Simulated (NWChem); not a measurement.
System: C₄H₆S; SMILES C#C[C@H](C)S

NWChem printed, in part:

```
             Northwest Computational Chemistry Package (NWChem) 7.3.0
             --------------------------------------------------------

                             Geometry "geometry" -> ""
                             -------------------------

 Output coordinates in angstroms (scale by  1.889725989 to convert to a.u.)

  No.       Tag          Charge          X              Y              Z
 ---- ---------------- ---------- -------------- -------------- --------------
    1 C                    6.0000     0.80296100    -2.34160000    -0.15017000
    2 C                    6.0000     0.26996000    -1.27656500     0.12477400
    3 C                    6.0000    -0.38517500    -0.00834400     0.42834400
    4 C                    6.0000    -1.76334900     0.11389600    -0.23639100
    5 S                   16.0000     0.77486800     1.35461400    -0.10139200
    6 H                    1.0000     1.27689800    -3.28377100    -0.38653500
    7 H                    1.0000    -0.48890900     0.07387400     1.53201800
    8 H                    1.0000    -1.66419700     0.07088200    -1.33798400
    9 H                    1.0000    -2.24118900     1.07553200     0.03656700
   10 H                    1.0000    -2.42490800    -0.71274600     0.09498100
   11 H                    1.0000     0.01721400     2.36123900     0.42082500

 Effective nuclear repulsion energy (a.u.)     196.2348067019

                              NWChem Property Module
                              ----------------------

  itol2e modified to match energy
  convergence criterion.

                                 NWChem DFT Module
                                 -----------------

 Summary of "ao basis" -> "ao basis" (spherical)
 ------------------------------------------------------------------------------
       Tag                 Description            Shells   Functions and Types
 ---------------- ------------------------------  ------  ---------------------
 C                          def2-svp                 6       14   3s2p1d
 S                          def2-svp                 8       18   4s3p1d
 H                          def2-svp                 3        5   2s1p

  itol2e modified to match energy
  convergence criterion.

[...]

          -----------------------
          Electric field gradient
          -----------------------

 1 a.u. = 0.324123 10**(16) esu/cm**3  ( or statvolts/cm**2 ) = 0.97174 10**(22) v/m**2

 ------------------------------------------------------------
   Atom      X         Y         Z
 ------------------------------------------------------------
    1 C    1.51738  -4.42498  -0.28378
 ------------------------------------------------------------

 Electric field gradient in molecular frame (a.u.)
         XX             YY             ZZ             XY             XZ             YZ
 ------------------------------------------------------------------------------------------
       -0.041090       0.093654      -0.052564      -0.091603      -0.006025       0.042839

 Principal components (a.u.) and orientation
 of principal axis w.r.t. absolute frame                      Asymmetry parameter eta
 --------------------------------------------------------------------------------------
        0.148371      -0.093248      -0.055124                       0.256950

       -0.431611       0.791356       0.432975
        0.879507       0.475835       0.007046
        0.200449      -0.383846       0.901378

 ------------------------------------------------------------
   Atom      X         Y         Z
 ------------------------------------------------------------
    2 C    0.51015  -2.41236   0.23579
 ------------------------------------------------------------

 Electric field gradient in molecular frame (a.u.)
         XX             YY             ZZ             XY             XZ             YZ
 ------------------------------------------------------------------------------------------
       -0.026354       0.107127      -0.080773      -0.102479      -0.029388       0.045954

 Principal components (a.u.) and orientation
 of principal axis w.r.t. absolute frame                      Asymmetry parameter eta
 --------------------------------------------------------------------------------------
        0.174290      -0.093641      -0.080649                       0.074541

       -0.468911       0.368120       0.802877
        0.858246      -0.024839       0.512637
        0.208655       0.929447      -0.304290

 ------------------------------------------------------------
   Atom      X         Y         Z
 ------------------------------------------------------------
    3 C   -0.72788  -0.01577   0.80945
 ------------------------------------------------------------

 Electric field gradient in molecular frame (a.u.)
         XX             YY             ZZ             XY             XZ             YZ
 ------------------------------------------------------------------------------------------
       -0.002592      -0.128362       0.130954      -0.083241       0.073029       0.048233

 Principal components (a.u.) and orientation
 of principal axis w.r.t. absolute frame                      Asymmetry parameter eta
 --------------------------------------------------------------------------------------
       -0.188255       0.163589       0.024666                       0.737951

        0.473443       0.383836       0.792793
        0.848475       0.042950      -0.527490
       -0.236520       0.922402      -0.305341

 ------------------------------------------------------------
   Atom      X         Y         Z
 ------------------------------------------------------------
    4 C   -3.33225   0.21523  -0.44671
 ------------------------------------------------------------

[...]
```

Level: PBE0/def2-SVP. All runs use the structure optimised with PBE-D3(BJ)/def2-SVP. NWChem prints the field gradient with the sign opposite to the second derivative of the potential.

Q: Which NWChem input produces such a log?

A: Several could match; the one computed here: the input that was run:
```
start job
memory heap 200 mb stack 900 mb global 1100 mb
geometry units angstroms noautosym nocenter noautoz
  C      0.802961    -2.341600    -0.150170
  C      0.269960    -1.276565     0.124774
  C     -0.385175    -0.008344     0.428344
  C     -1.763349     0.113896    -0.236391
  S      0.774868     1.354614    -0.101392
  H      1.276898    -3.283771    -0.386535
  H     -0.488909     0.073874     1.532018
  H     -1.664197     0.070882    -1.337984
  H     -2.241189     1.075532     0.036567
  H     -2.424908    -0.712746     0.094981
  H      0.017214     2.361239     0.420825
end
basis spherical
  * library def2-svp
end
dft
  xc pbe0
  iterations 150
end
property
  efieldgrad
end
task dft property
```
